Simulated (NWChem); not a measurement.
## Lowest excitation of ClFGe

```
Ge
F 1 1.7500
Cl 1 2.1904 2 98.72
```
Charge 0, spin multiplicity 1.

The numbers come from NWChem runs, not from measurements. Structure: optimised with PBE0/def2-SVP, a minimum by its harmonic frequencies.

Basis set: def2-SVPD.

The Hamiltonian is non-relativistic. The correlated methods keep 15 core orbitals frozen. B3LYP has NWChem's definition, with VWN1-RPA local correlation. The structure started from a generated list of species. Coupled-cluster values serve here as a point of comparison, not as the truth.

Question: One of these methods gave a lowest vertical singlet excitation energy of 4.19 eV. Which?
(A) TD-B3LYP
(B) CIS
(C) EOM-CCSD
(D) TDA-LDA (SVWN5)

Answer: D, TDA-LDA (SVWN5). The others give 4.67 (EOM-CCSD), 4.42 (TD-B3LYP), 5.06 (CIS).
